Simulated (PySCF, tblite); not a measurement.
C6H9NO.
Numbering: `[CH2:1]=[CH:2][CH2:3]/[CH:4]=[CH:5]/[C:6]([NH2:7])=[O:8]` (hydrogens: H9, H10 on C1; H11 on C2; H12, H13 on C3; H14 on C4; H15 on C5; H16, H17 on N7)

Computed with GFN2-xTB (tblite), gas phase: Langevin dynamics at 200 K from the optimised GFN2-xTB geometry, time step 0.5 fs, friction 0.01 fs⁻¹, 2000 steps. Over the second half of the run the saved frames average 209 K.

Frame at 250 fs, instantaneous temperature 154 K:
```
atom  x, y, z in Å
C1     -3.182    1.232   -0.064
C2     -2.545    0.136    0.342
C3     -1.554   -0.629   -0.518
C4     -0.246   -0.730    0.214
C5      0.883   -0.091   -0.109
C6      2.095   -0.276    0.742
N7      3.208    0.286    0.095
O8      2.178   -0.787    1.852
H9     -2.956    1.774   -1.006
H10    -3.964    1.714    0.496
H11    -2.762   -0.325    1.272
H12    -1.980   -1.584   -0.702
H13    -1.396   -0.014   -1.408
H14    -0.305   -1.486    0.970
H15     0.930    0.525   -1.028
H16     3.211    0.724   -0.795
H17     4.127    0.232    0.424
```

Frame at 425 fs, instantaneous temperature 231 K:
```
atom  x, y, z in Å
C1     -2.724    1.673    0.073
C2     -2.467    0.470    0.558
C3     -1.769   -0.626   -0.231
C4     -0.416   -0.690    0.405
C5      0.672   -0.045    0.036
C6      1.985   -0.243    0.749
N7      3.035    0.378    0.242
O8      1.978   -0.930    1.747
H9     -2.492    1.924   -0.941
H10    -3.168    2.473    0.709
H11    -2.691    0.096    1.567
H12    -2.261   -1.607   -0.028
H13    -1.644   -0.437   -1.287
H14    -0.465   -1.166    1.373
H15     0.681    0.494   -0.941
H16     2.848    0.966   -0.529
H17     3.901    0.129    0.660
```

Frame at 625 fs, instantaneous temperature 226 K:
```
atom  x, y, z in Å
C1     -3.147    1.764    0.503
C2     -2.640    0.597    0.950
C3     -1.872   -0.353    0.093
C4     -0.503   -0.389    0.565
C5      0.575   -0.023   -0.113
C6      1.932   -0.279    0.531
N7      3.050    0.022   -0.249
O8      2.054   -0.735    1.674
H9     -2.923    2.104   -0.506
H10    -3.869    2.278    1.021
H11    -2.928    0.254    1.968
H12    -2.331   -1.325    0.340
H13    -2.012   -0.057   -0.983
H14    -0.349   -0.616    1.631
H15     0.542    0.388   -1.081
H16     2.954    0.523   -1.079
H17     3.894   -0.233    0.114
```

Frame at 800 fs, instantaneous temperature 145 K:
```
atom  x, y, z in Å
C1     -3.293    1.720    0.605
C2     -2.940    0.486    0.956
C3     -2.050   -0.399    0.183
C4     -0.675   -0.383    0.766
C5      0.481   -0.179    0.118
C6      1.762   -0.246    0.870
N7      2.854    0.269    0.159
O8      2.019   -0.812    1.928
H9     -3.191    2.216   -0.328
H10    -3.768    2.428    1.268
H11    -3.065    0.099    1.979
H12    -2.434   -1.402    0.201
H13    -2.012   -0.114   -0.835
H14    -0.594   -0.475    1.841
H15     0.639   -0.076   -0.946
H16     2.720    0.571   -0.791
H17     3.809    0.067    0.375
```

Frame at 1000 fs, instantaneous temperature 240 K:
```
atom  x, y, z in Å
C1     -3.628    2.227    0.645
C2     -2.904    1.223    1.119
C3     -2.195    0.180    0.206
C4     -0.850   -0.251    0.793
C5      0.345    0.120    0.319
C6      1.573   -0.237    1.094
N7      2.694   -0.257    0.313
O8      1.656   -0.629    2.229
H9     -3.736    2.336   -0.418
H10    -4.234    2.838    1.390
H11    -2.811    1.085    2.176
H12    -2.817   -0.731    0.033
H13    -2.016    0.603   -0.750
H14    -0.860   -0.922    1.654
H15     0.412    0.735   -0.633
H16     2.645   -0.040   -0.664
H17     3.616   -0.610    0.656
```

Question: What do single points at PBE0/pcSseg-1 (PySCF, gas phase) give on these frames?

Answer: 
| t (fs) | GFN2-xTB E above start (eV) | DFT E above lowest frame (eV) | HOMO (eV) | LUMO (eV) | dipole (D) |
| --- | --- | --- | --- | --- | --- |
| 250 | 0.40 | 0.02 | -7.39 | -1.06 | 3.71 |
| 425 | 0.41 | 0.06 | -7.15 | -0.86 | 3.39 |
| 625 | 0.55 | 0.13 | -7.25 | -0.91 | 3.47 |
| 800 | 0.46 | 0.09 | -7.22 | -1.10 | 3.69 |
| 1000 | 0.47 | 0.00 | -7.33 | -0.91 | 3.58 |

The two levels order the frames alike by energy but for pairs within 0.08 eV at one level; measured from each level's lowest frame they differ by 0.07 eV at most. The HOMO–LUMO gap runs from 6.12 to 6.42 eV. These are instantaneous structures, not minima.

Question: And the isotropic GIAO shieldings (ppm) from the same runs?

Answer: 
| atom | 250 fs | 425 fs | 625 fs | 800 fs | 1000 fs | mean | range |
| --- | --- | --- | --- | --- | --- | --- | --- |
| C1 | 62.6 | 68.4 | 58.9 | 63.3 | 59.5 | 62.5 | 9.5 |
| C2 | 42.6 | 39.6 | 34.3 | 45.3 | 38.1 | 40.0 | 11.0 |
| C3 | 139.1 | 140.2 | 139.8 | 150.1 | 142.0 | 142.2 | 11.0 |
| C4 | 31.2 | 31.6 | 33.5 | 30.6 | 28.7 | 31.1 | 4.8 |
| C5 | 55.4 | 58.9 | 62.4 | 59.4 | 52.4 | 57.7 | 10.0 |
| C6 | 19.3 | 21.2 | 10.7 | 12.7 | 22.6 | 17.3 | 11.9 |
| N7 | 152.8 | 160.8 | 156.1 | 145.9 | 145.7 | 152.3 | 15.1 |
| O8 | -66.5 | -44.5 | -79.6 | -100.0 | -56.2 | -69.4 | 55.5 |
| H9 | 25.8 | 26.3 | 26.1 | 26.3 | 25.9 | 26.1 | 0.5 |
| H10 | 26.4 | 26.0 | 26.9 | 26.4 | 25.0 | 26.1 | 1.9 |
| H11 | 25.8 | 25.0 | 24.7 | 25.1 | 25.7 | 25.3 | 1.1 |
| H12 | 29.0 | 28.1 | 27.9 | 29.2 | 28.0 | 28.4 | 1.3 |
| H13 | 28.9 | 29.1 | 27.8 | 29.7 | 29.6 | 29.0 | 1.9 |
| H14 | 24.5 | 24.4 | 24.0 | 24.6 | 24.1 | 24.3 | 0.6 |
| H15 | 25.2 | 25.9 | 26.4 | 25.8 | 24.8 | 25.6 | 1.6 |
| H16 | 27.6 | 27.0 | 27.6 | 27.6 | 27.4 | 27.4 | 0.6 |

What follows is the cost of the whole dynamics run. Hardware: one thread of an Intel Xeon at 2.50 GHz, no GPU, shared host with 64 logical CPUs at a one-minute load of 57. Cost: 32 s, 0.18 GiB resident at most.
